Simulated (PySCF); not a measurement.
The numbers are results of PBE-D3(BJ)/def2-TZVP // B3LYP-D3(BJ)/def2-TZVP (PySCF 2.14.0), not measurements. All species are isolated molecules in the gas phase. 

Reference species (SMILES): `[InH3]` (neutral, multiplicity 1).

- dipole moment: 0.00 D

Changed species: `[Cl][InH][Cl]` (whole molecule; the reference has whole molecule).

Q: Give the shifts of the dipole moment.

A: the dipole moment increases by 2.48 D, to 2.48 D.
